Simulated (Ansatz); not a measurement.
Cost and result for the atomization energy of `BO[SiH2]F` (8 atoms, 7 bonds).

The species carries charge 0 and has multiplicity 1. The structure was optimised at the PBE0-D4/def2-TZVP level. It is one conformer, not always the lowest. Program: Ansatz. All runs use 2 threads of an Arm Neoverse V1 on a shared host. Times are those of one run each, without the atoms' runs, and a repeat can differ threefold. Electronic energies, without spin–orbit coupling; frozen cores. CCSD(T)/CBS adds CCSD(T) − MP2 in def2-TZVPP to the MP2 limit, and its time is that of the two runs behind it. T1 = 0.013. B3LYP takes the VWN-RPA correlation (the form of Gaussian; ORCA's B3LYP/G). HSE06 is the plane-wave form, built on full-range PBE exchange.

CCSD(T)/CBS is a level of theory with its own doubt, some kJ/mol a heavy atom from the limit and from the frozen cores, so smaller differences don't rank the functionals.

| level | functions | atomization (kcal/mol) | difference from CCSD(T)/CBS | per bond |
| --- | --- | --- | --- | --- |
| CCSD(T)/CBS(def2) | – | 728.6 | 0.0 | 0.0 |
| CAM-B3LYP-D4/def2-TZVPP | 191 | 732.9 | 4.3 | 0.6 |
| B3LYP-D4/def2-TZVPP (with forces) | 191 | 726.0 | -2.6 | -0.4 |
| BHLYP-D4/def2-TZVPP | 191 | 709.9 | -18.7 | -2.7 |
| HSE06-D4/def2-TZVPP | 191 | 717.6 | -11.0 | -1.6 |
| B97M-V/def2-TZVPP | 191 | 727.8 | -0.8 | -0.1 |
| LDA (SPW92)/def2-TZVPP | 191 | 815.0 | 86.4 | 12.3 |
| PBE-D4/def2-TZVPP (with forces) | 191 | 727.5 | -1.1 | -0.2 |
| MP2/def2-QZVPP | 361 | 738.1 | 9.5 | 1.4 |
| revPBE-D4/def2-TZVPP | 191 | 709.9 | -18.7 | -2.7 |
| CCSD(T)/def2-SVP | 80 | 680.5 | -48.1 | -6.9 |
| CCSD(T)/def2-TZVPP | 191 | 709.8 | -18.8 | -2.7 |
| B2PLYP/def2-TZVPP | 191 | 722.2 | -6.4 | -0.9 |

Task: Order the runs by time, with rough figures. (Estimate.)

Result: The calculation gave: LDA (SPW92)/def2-TZVPP 1.1 s; revPBE-D4/def2-TZVPP 1.9 s; CCSD(T)/def2-SVP 2.1 s; PBE-D4/def2-TZVPP (with forces) 2.4 s; BHLYP-D4/def2-TZVPP 2.5 s; HSE06-D4/def2-TZVPP 3 s; CAM-B3LYP-D4/def2-TZVPP 3 s; B3LYP-D4/def2-TZVPP (with forces) 3.5 s; B2PLYP/def2-TZVPP 4.5 s; B97M-V/def2-TZVPP 9 s; MP2/def2-QZVPP 15 s; CCSD(T)/def2-TZVPP 55 s; CCSD(T)/CBS(def2) 69 s.

From r2SCAN to r2SCAN0 (25 % exact exchange), in def2-TZVPP and without D4, the atomization energy moves by −11.6 kcal/mol: exact exchange takes away binding that semilocal exchange gives to molecules. Leaving LDA and LC-ωPBE aside and taking each functional with its dispersion term where it has one, the values spread over 23.1 kcal/mol, from revPBE-D4 to CAM-B3LYP-D4. LDA lies +90.4 kcal/mol from PBE without D4, its usual overbinding. The D4 term adds +4.7 kcal/mol with B3LYP and +2.4 kcal/mol with PBE0; it sums over pairs of atoms, weighted by their polarisabilities, and B3LYP, whose exchange is more repulsive, gets the larger term.
